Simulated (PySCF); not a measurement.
# Field gradients at the hydrogen positions

Species: C5H8F3OPS.
Numbering: `[F:1][C:2]([F:3])([F:4])[P:5]1(=[S:6])[CH2:7][CH2:8][O:9][CH2:10][CH2:11]1` (hydrogens: H12, H13 on C7; H14, H15 on C8; H16, H17 on C10; H18, H19 on C11)

Cartesian coordinates in Å at the GFN2-xTB level; atoms count from 1:
```
atom  x, y, z in Å
F1     3.305    0.348    0.289
C2     2.390   -0.407   -0.319
F3     2.282    0.038   -1.580
F4     2.852   -1.656   -0.381
P5     0.731   -0.347    0.620
S6     0.810   -0.971    2.440
C7     0.204    1.393    0.326
C8    -1.313    1.401    0.561
O9    -2.008    0.593   -0.354
C10   -1.804   -0.785   -0.168
C11   -0.385   -1.230   -0.548
H12    0.704    2.052    1.039
H13    0.433    1.702   -0.696
H14   -1.711    2.410    0.422
H15   -1.521    1.075    1.593
H16   -2.538   -1.279   -0.809
H17   -2.001   -1.062    0.880
H18   -0.163   -0.957   -1.582
H19   -0.275   -2.309   -0.412
```

Level: PBE0/pcSseg-1 (PySCF, non-relativistic); Q(2H) = 0.00286 b; rigid geometry, the same for H and D, with no vibrational averaging.

**Question.** Rank these positions by the coupling χzz of a deuteron there, largest first.
A. H19 (methylene hydrogen)
B. H17 (methylene hydrogen)
C. H16 (methylene hydrogen)

**Answer.** A (202 kHz), C (198 kHz), B (182 kHz).

**Question.** What are Vzz, η and χzz (234.96 MHz × Q × Vzz) at all hydrogens?

**Answer.** 
```json
{"atom": "H12", "bonded to": "C7", "bond length (Å)": "1.093", "Vzz (au)": "0.3013", "η": "0.02", "χzz (kHz)": "202"}
{"atom": "H13", "bonded to": "C7", "bond length (Å)": "1.092", "Vzz (au)": "0.3001", "η": "0.02", "χzz (kHz)": "202"}
{"atom": "H14", "bonded to": "C8", "bond length (Å)": "1.093", "Vzz (au)": "0.2952", "η": "0.06", "χzz (kHz)": "198"}
{"atom": "H15", "bonded to": "C8", "bond length (Å)": "1.102", "Vzz (au)": "0.2711", "η": "0.06", "χzz (kHz)": "182"}
{"atom": "H16", "bonded to": "C10", "bond length (Å)": "1.093", "Vzz (au)": "0.2952", "η": "0.06", "χzz (kHz)": "198"}
{"atom": "H17", "bonded to": "C10", "bond length (Å)": "1.102", "Vzz (au)": "0.2711", "η": "0.06", "χzz (kHz)": "182"}
{"atom": "H18", "bonded to": "C11", "bond length (Å)": "1.092", "Vzz (au)": "0.3001", "η": "0.02", "χzz (kHz)": "202"}
{"atom": "H19", "bonded to": "C11", "bond length (Å)": "1.093", "Vzz (au)": "0.3012", "η": "0.02", "χzz (kHz)": "202"}
```

The structure is a single GFN2-xTB conformer in the gas phase; no vibrational or solvent corrections. GFN2-xTB bond lengths can be off by several hundredths of an ångström, more for odd bonds, and the gradients follow them. With a basis this small, the couplings can be 20 % off.
